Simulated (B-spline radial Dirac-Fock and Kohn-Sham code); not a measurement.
**The M5-N67N67 Auger spectrum of Hg⁷⁺**

System: the Hg⁷⁺ ion, [Xe] 4f14 5d5.

The run's input, task.json:

```json
{"items": [{
  "Z": 80,
  "q": 7,
  "cfg": [[1, 0, 2], [2, 0, 2], [2, 1, 6], [3, 0, 2], [3, 1, 6], [3, 2, 10], [4, 0, 2], [4, 1, 6], [4, 2, 10], [4, 3, 14], [5, 0, 2], [5, 1, 6], [5, 2, 5]],
  "A": 202,
  "rrms": 5.4648,
  "do": ["binding", "quiet", "double"]
}]}
```

Command: `python xray_run.py task.json out`

The computed values come from a radial finite-basis atomic code: Dirac-Fock ΔSCF + Breit + QED. The two-hole levels come from diagonalising the Coulomb interaction among the jj configurations; intensities are independent-particle Coulomb rates. Kinetic energies are from the vacuum level. Electron correlation is not included. Open outer shells are spectators and are not coupled to the holes.

```
kinetic energy (eV)  J  leading jj holes (weight)  leading LS term (weight)  intensity (%)
             1927.2  0                N6N6 (0.80)                ¹S0 (0.85)            0.4
             1936.4  2                N6N6 (0.73)                ¹D2 (0.46)            1.1
             1937.9  1                N6N7 (1.00)                ³P1 (1.00)            0.3
             1938.9  6                N6N7 (0.94)                ¹I6 (0.98)           45.1
             1939.0  0                N7N7 (0.80)                ³P0 (0.85)            0.3
             1940.4  2                N6N7 (0.56)                ³P2 (0.50)            1.0
             1940.7  4                N6N6 (0.95)                ³H4 (0.54)            0.7
             1943.9  3                N6N7 (1.00)                ³F3 (1.00)            2.7
             1944.3  4                N6N7 (0.95)                ³H4 (0.40)            6.5
             1944.7  2                N7N7 (0.78)                ³F2 (0.51)            3.7
             1945.6  5                N6N7 (1.00)                ³H5 (1.00)            9.2
             1948.0  4                N7N7 (1.00)                ³F4 (0.59)            9.3
             1949.3  6                N7N7 (0.94)                ³H6 (0.98)           19.6
```

The strongest line, by its leading LS label ¹I6, lies at 1938.9 eV. The mean weight of the leading component is 0.88 in jj and 0.74 in LS coupling, so jj labels describe these levels better.

Run: 50 s of CPU time on 1 thread of Neoverse-V1 (shared host), peak memory 0.55 GiB.
